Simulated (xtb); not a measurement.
A run for xtb: GFN2-xTB on CH6Si (SMILES C[SiH3]).

```
$ xtb mol.xyz --gfn 2 --sp --chrg 0 --uhf 0
8

C     -0.41786283     0.59160970     4.97034588
Si    -0.13626421     0.17986968     3.16249084
H     -0.98999121    -0.19570287     5.46464779
H     -0.97091293     1.52691457     5.07498258
H      0.53171743     0.70039981     5.49759175
H      0.61538381    -1.09159312     3.02769618
H      0.64094831     1.25420605     2.49807074
H     -1.43066567     0.03427710     2.45323637
```

The log:

```
[...]
           -------------------------------------------------
          |                Calculation Setup                |
           -------------------------------------------------



           -------------------------------------------------
          |                 G F N 2 - x T B                 |
           -------------------------------------------------

        Reference                      10.1021/acs.jctc.8b01176
      * Hamiltonian:
        H0-scaling (s, p, d)           1.850000    2.230000    2.230000
        zeta-weighting                 0.500000
      * Dispersion:
        s8                             2.700000
        a1                             0.520000
        a2                             5.000000
        s9                             5.000000
      * Repulsion:
        kExp                           1.500000    1.000000
        rExp                           1.000000
      * Coulomb:
        alpha                          2.000000
        third order                    shell-resolved
        anisotropic                    true
        a3                             3.000000
        a5                             4.000000
        cn-shift                       1.200000
        cn-exp                         4.000000
        max-rad                        5.000000


          ...................................................
          :                      SETUP                      :
          :.................................................:
          :  # basis functions                  20          :
          :  # atomic orbitals                  19          :
          :  # shells                           11          :
          :  # electrons                        14          :
          :  max. iterations                   250          :
          :  Hamiltonian                  GFN2-xTB          :
          :  restarted?                      false          :
          :  GBSA solvation                  false          :
          :  PC potential                    false          :
          :  electronic temp.          300.0000000     K    :
          :  accuracy                    1.0000000          :
          :  -> integral cutoff          0.2500000E+02      :
          :  -> integral neglect         0.1000000E-07      :
          :  -> SCF convergence          0.1000000E-05 Eh   :
          :  -> wf. convergence          0.1000000E-03 e    :
          :  Broyden damping             0.4000000          :
          :  net charge                          0          :
          :  unpaired electrons                  0          :
          ...................................................

 iter      E             dE          RMSdq      gap      omega  full diag
   1     -6.9302385 -0.693024E+01  0.516E+00    7.25       0.0  T
   2     -7.0053536 -0.751151E-01  0.169E+00    6.31       1.0  T
   3     -7.0062642 -0.910620E-03  0.167E+00    6.61       1.0  T
   4     -7.0067373 -0.473080E-03  0.121E+00    6.58       1.0  T
   5     -7.0067990 -0.617208E-04  0.621E-01    6.60       1.0  T
   6     -7.0069304 -0.131456E-03  0.755E-02    6.54       1.0  T
   7     -7.0069302  0.224755E-06  0.261E-02    6.53       1.4  T
   8     -7.0069311 -0.846481E-06  0.790E-03    6.53       4.5  T
   9     -7.0069312 -0.119470E-06  0.335E-03    6.53      10.5  T
  10     -7.0069312 -0.277583E-07  0.139E-04    6.53     254.4  T
  11     -7.0069312 -0.901323E-11  0.607E-05    6.53     582.6  T

   *** convergence criteria satisfied after 11 iterations ***

         #    Occupation            Energy/Eh            Energy/eV
      -------------------------------------------------------------
         1        2.0000           -0.7119433             -19.3730
         2        2.0000           -0.5619291             -15.2909
         3        2.0000           -0.4686412             -12.7524
         4        2.0000           -0.4686352             -12.7522
         5        2.0000           -0.4195422             -11.4163
         6        2.0000           -0.4195176             -11.4157
         7        2.0000           -0.4072302             -11.0813 (HOMO)
         8                         -0.1673870              -4.5548 (LUMO)
         9                         -0.1673264              -4.5532
        10                         -0.1667269              -4.5369
        11                         -0.0707783              -1.9260
        12                         -0.0707390              -1.9249
       ...                                ...                  ...
        19                          0.6659859              18.1224
      -------------------------------------------------------------
                  HL-Gap            0.2398432 Eh            6.5265 eV
             Fermi-level           -0.2873086 Eh           -7.8181 eV

 SCC (total)                   0 d,  0 h,  0 min,  0.004 sec
 SCC setup                      ...        0 min,  0.000 sec (  2.067%)
 Dispersion                     ...        0 min,  0.000 sec (  1.014%)
 classical contributions        ...        0 min,  0.000 sec (  0.479%)
 integral evaluation            ...        0 min,  0.001 sec ( 14.187%)
 iterations                     ...        0 min,  0.002 sec ( 54.335%)
 molecular gradient             ...        0 min,  0.001 sec ( 24.984%)
 printout                       ...        0 min,  0.000 sec (  2.652%)

         :::::::::::::::::::::::::::::::::::::::::::::::::::::
         ::                     SUMMARY                     ::
         :::::::::::::::::::::::::::::::::::::::::::::::::::::
         :: total energy              -6.919025639319 Eh    ::
         :: gradient norm              0.021795871042 Eh/a0 ::
         :: HOMO-LUMO gap              6.526465284601 eV    ::
         ::.................................................::
         :: SCC energy                -7.006930555774 Eh    ::
         :: -> isotropic ES            0.012541149346 Eh    ::
         :: -> anisotropic ES          0.004452974602 Eh    ::
         :: -> anisotropic XC          0.005337828940 Eh    ::
         :: -> dispersion             -0.003094921955 Eh    ::
         :: repulsion energy           0.087904916455 Eh    ::
         :: add. restraining           0.000000000000 Eh    ::
         :: total charge               0.000000000000 e     ::
         :::::::::::::::::::::::::::::::::::::::::::::::::::::

           -------------------------------------------------
          |                Property Printout                |
           -------------------------------------------------

    * Orbital Energies and Occupations

         #    Occupation            Energy/Eh            Energy/eV
      -------------------------------------------------------------
         1        2.0000           -0.7119433             -19.3730
         2        2.0000           -0.5619291             -15.2909
         3        2.0000           -0.4686412             -12.7524
         4        2.0000           -0.4686352             -12.7522
         5        2.0000           -0.4195422             -11.4163
         6        2.0000           -0.4195176             -11.4157
         7        2.0000           -0.4072302             -11.0813 (HOMO)
         8                         -0.1673870              -4.5548 (LUMO)
         9                         -0.1673264              -4.5532
        10                         -0.1667269              -4.5369
        11                         -0.0707783              -1.9260
        12                         -0.0707390              -1.9249
        13                          0.1700155               4.6264
        14                          0.2204180               5.9979
        15                          0.2204800               5.9996
Note: The following floating-point exceptions are signalling: IEEE_DENORMAL
normal termination of xtb
        16                          0.3325963               9.0504
        17                          0.5472904              14.8925
        18                          0.6658686              18.1192
        19                          0.6659859              18.1224
      -------------------------------------------------------------
                  HL-Gap            0.2398432 Eh            6.5265 eV
             Fermi-level           -0.2873086 Eh           -7.8181 eV

     #   Z          covCN         q      C6AA      α(0)
     1   6 C        3.651    -0.193    24.651     7.131
     2  14 Si       3.615     0.444    99.273    19.125
     3   1 H        0.924     0.024     2.680     2.560
     4   1 H        0.924     0.024     2.680     2.560
     5   1 H        0.924     0.024     2.680     2.560
     6   1 H        0.912    -0.107     5.837     3.779
     7   1 H        0.912    -0.108     5.839     3.780
     8   1 H        0.912    -0.108     5.839     3.780

 Mol. C6AA /au·bohr⁶  :        723.636651
 Mol. C8AA /au·bohr⁸  :      23121.582465
 Mol. α(0) /au        :         45.274075


Wiberg/Mayer (AO) data.
largest (>0.10) Wiberg bond orders for each atom

 ---------------------------------------------------------------------------
     #   Z sym  total        # sym  WBO       # sym  WBO       # sym  WBO
 ---------------------------------------------------------------------------
     1   6 C    3.979 --     5 H    0.990     3 H    0.990     4 H    0.990
                             2 Si   0.926
     2  14 Si   3.642 --     1 C    0.926     8 H    0.898     7 H    0.898
                             6 H    0.898
     3   1 H    0.999 --     1 C    0.990
     4   1 H    0.999 --     1 C    0.990
     5   1 H    0.999 --     1 C    0.990
     6   1 H    0.988 --     2 Si   0.898
     7   1 H    0.988 --     2 Si   0.898
     8   1 H    0.988 --     2 Si   0.898
 ---------------------------------------------------------------------------

Topologies differ in total number of bonds
Writing topology from bond orders to xtbtopo.mol

molecular dipole:
                 x           y           z       tot (Debye)
 q only:        0.009      -0.014      -0.059
   full:       -0.038       0.055       0.244       0.643
molecular quadrupole (traceless):
                xx          xy          yy          xz          yz          zz
 q only:        0.569       0.033       0.544       0.207      -0.299      -1.113
  q+dip:       -1.239      -0.018      -1.229      -0.331       0.469       2.467
   full:       -1.557      -0.051      -1.522      -0.479       0.687       3.079


           -------------------------------------------------
          | TOTAL ENERGY               -6.919025639319 Eh   |
          | GRADIENT NORM               0.021795871042 Eh/α |
          | HOMO-LUMO GAP               6.526465284601 eV   |
           -------------------------------------------------

------------------------------------------------------------------------
------------------------------------------------------------------------
 total:
 SCF:
```

The run finished.

Cost: roughly 0.04 core-seconds.
